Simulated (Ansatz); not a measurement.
CH3B2Br (`BrB1BC1`), 7 atoms. Total charge 0; spin multiplicity 1. Correlated methods include outer-core shells of Br, which these sets cover unevenly. Scalar relativity is left out up to krypton. All runs use 2 threads of an Arm Neoverse V1 on a shared host. Correlated methods freeze the cores.

How many basis functions does each run have, and how long does it take in Ansatz? RKS PBE0-D4/def2-SVP energy; RHF-CCSD(T)/def2-TZVPP energy; RKS PBE0-D4/def2-QZVPP energy; RKS r2SCAN-D4/def2-TZVPP energy and forces; RKS SPW92 (LDA)/def2-TZVPP energy; RHF-CCSD(T)/def2-SVP energy; RKS ωB97M-V/def2-QZVPP energy; direct RPA on PBE orbitals/def2-TZVPP energy; RKS ωB97M-V/def2-SVP energy; RKS r2SCANh-D4/def2-TZVPP energy; RKS PBE0-D4/def2-TZVP relaxation (12 steps); RKS ωB97X-V/def2-TZVPP energy. (An estimate is asked.)

Computed: Other jobs shared the machine, so times are rough.

```tsv
level	job	functions	wall time	peak host memory (GiB)
RKS SPW92 (LDA)/def2-TZVPP	energy	183	1.4 s	0.19
RKS PBE0-D4/def2-SVP	energy	89	1.5 s	0.16
RHF-CCSD(T)/def2-SVP	energy	89	4.7 s	0.3
direct RPA on PBE orbitals/def2-TZVPP	energy	183	6 s	0.36
RKS r2SCANh-D4/def2-TZVPP	energy	183	6 s	0.41
RKS r2SCAN-D4/def2-TZVPP	energy and forces	183	6.5 s	0.21
RKS ωB97M-V/def2-SVP	energy	89	6.5 s	0.24
RKS PBE0-D4/def2-QZVPP	energy	350	9.5 s	0.95
RKS ωB97X-V/def2-TZVPP	energy	183	10 s	0.5
RKS ωB97M-V/def2-QZVPP	energy	350	27 s	1.1
RKS PBE0-D4/def2-TZVP	relaxation (12 steps)	159	54 s	0.35
RHF-CCSD(T)/def2-TZVPP	energy	183	84 s	1.9
```
